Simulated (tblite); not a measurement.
Compound: C8H18P (charge +1).
Atom-mapped SMILES: `[CH3:1]/[CH:2]=[CH:3]/[P+:4]([CH3:5])([CH3:6])[CH:7]([CH3:8])[CH3:9]` (hydrogens: H10, H11, H12 on C1; H13 on C2; H14 on C3; H15, H16, H17 on C5; H18, H19, H20 on C6; H21 on C7; H22, H23, H24 on C8; H25, H26, H27 on C9)

Structure used (GFN2-xTB), in Å, numbered top down from 1:
```
atom  x, y, z in Å
C1     3.5355    0.2481    0.1522
C2     2.1457   -0.1708    0.4324
C3     1.1837   -0.2392   -0.4883
P4    -0.5069   -0.7084   -0.1455
C5    -0.6054   -1.8228    1.2783
C6    -1.1360   -1.6051   -1.5875
C7    -1.5547    0.7810    0.1533
C8    -1.3798    1.7617   -1.0026
C9    -1.1758    1.4169    1.4866
H10    4.2275   -0.5379    0.4523
H11    3.6860    0.4793   -0.8985
H12    3.7812    1.1252    0.7506
H13    1.9367   -0.4338    1.4620
H14    1.3818    0.0185   -1.5217
H15   -0.0291   -2.7225    1.0643
H16   -1.6477   -2.0918    1.4492
H17   -0.2075   -1.3462    2.1716
H18   -0.5464   -2.5107   -1.7292
H19   -1.0552   -0.9881   -2.4811
H20   -2.1798   -1.8750   -1.4296
H21   -2.5930    0.4302    0.1902
H22   -0.3513    2.1147   -1.0538
H23   -2.0230    2.6252   -0.8498
H24   -1.6476    1.3127   -1.9567
H25   -1.7368    2.3386    1.6210
H26   -0.1151    1.6639    1.5089
H27   -1.4068    0.7630    2.3245
```

Method: GFN2-xTB as coded in tblite; computed harmonic values from a numerical Hessian at the method's own geometry, unscaled. This tight-binding method is rough: wavenumbers can miss measured ones by several per cent, in bad cases by 10 to 20. One conformer, not necessarily the lowest.

Harmonic wavenumbers (cm⁻¹): 29.3, 36.2, 100.2, 129.6, 141.1, 163.9, 166.8, 174.9, 204.5, 213.3, 219.7, 241.7, 265.1, 274.4, 327.1, 344.6, 398.1, 426.5, 629.8, 689.0, 740.5, 776.1, 797.3, 834.0, 852.8, 896.3, 909.7, 919.6, 939.1, 971.3, 975.0, 988.6, 1016.7, 1038.2, 1119.1, 1125.5, 1160.3, 1207.9, 1224.5, 1264.8, 1265.2, 1312.8, 1317.9, 1387.9, 1394.7, 1399.5, 1404.7, 1409.3, 1411.4, 1421.8, 1442.0, 1453.0, 1473.1, 1483.1, 1485.1, 1494.1, 1648.3, 2903.6, 2996.4, 2999.1, 3001.0, 3003.8, 3006.2, 3009.8, 3019.1, 3020.9, 3025.2, 3029.8, 3032.2, 3034.5, 3038.1, 3049.0, 3049.5, 3051.8, 3064.7.

A = 1501, B = 949.8, C = 833.2 MHz; mass 145.115 u (most abundant isotopes); point group C1, symmetry number 1.

Problem. What is the zero-point energy?

Solution. ½Σν̃ = 51736 cm⁻¹ = 147.92 kcal/mol.

Problem. Give the ideal-gas entropy at 298.15 K and 1 bar in the rigid-rotor, harmonic-oscillator model (classical rotation).

Solution. Translation 40.85, rotation 29.98, vibration 46.57: S = 117.4 cal/(mol K).

Problem. And Cp and H(298.15 K) − H(0)?

Solution. Cp = 52.07 cal/(mol K), of which vibrations give 44.12 (their classical limit is 75 R = 149.0); H(298.15 K) − H(0) = 9.47 kcal/mol without the zero-point energy, 7.10 from vibrations.

Problem. Which modes carry the vibrational entropy at 298.15 K?

Solution. 29.3 cm⁻¹: 5.88; 36.2 cm⁻¹: 5.46; 100.2 cm⁻¹: 3.45; 129.6 cm⁻¹: 2.95; 141.1 cm⁻¹: 2.79; 163.9 cm⁻¹: 2.50 cal/(mol K); the other 69 give 23.55 together.

Problem. Blend soft modes into free rotors: weight 1/[1 + (100 cm⁻¹/ν̃)⁴] for the oscillator and the rest for a rotor with moment μB/(μ + B), μ = h/(8π²ν), B = 10⁻⁴⁴ kg m². What vibrational entropy results?

Solution. 42.77 cal/(mol K) in place of 46.57, which changes −T·S at 298.15 K by +1.13 kcal/mol.

Problem. How do the functions run with temperature in this model?

Solution. 
```csv
T (K),S (cal/(mol K)),Cp (cal/(mol K)),H − H(0) (kcal/mol),G − H(0) (kcal/mol),ln q(vib)
100,76.6,26.3,1.63,-6.03,3.07
200,99.3,39.7,4.98,-14.88,7.39
300,117.7,52.3,9.57,-25.75,11.52
500,150.4,76.8,22.57,-52.63,19.26
800,192.5,102.2,49.72,-104.26,29.99
1000,216.6,113.7,71.36,-145.21,36.58
```

q(vib) and H(0) count from the zero-point level.

Problem. What must be added to the electronic energy to get the Gibbs energy at 298.15 K and 1 bar?

Solution. ZPE + [H(298.15 K) − H(0)] − T·S = 147.92 + 9.47 − 35.01 = 122.38 kcal/mol.

Hindered rotation and anharmonicity are outside this model. Other conformers, if any are populated, would add a mixing term that is left out. The structure is chiral; the term R ln 2 for an equal mix with its mirror image is left out.
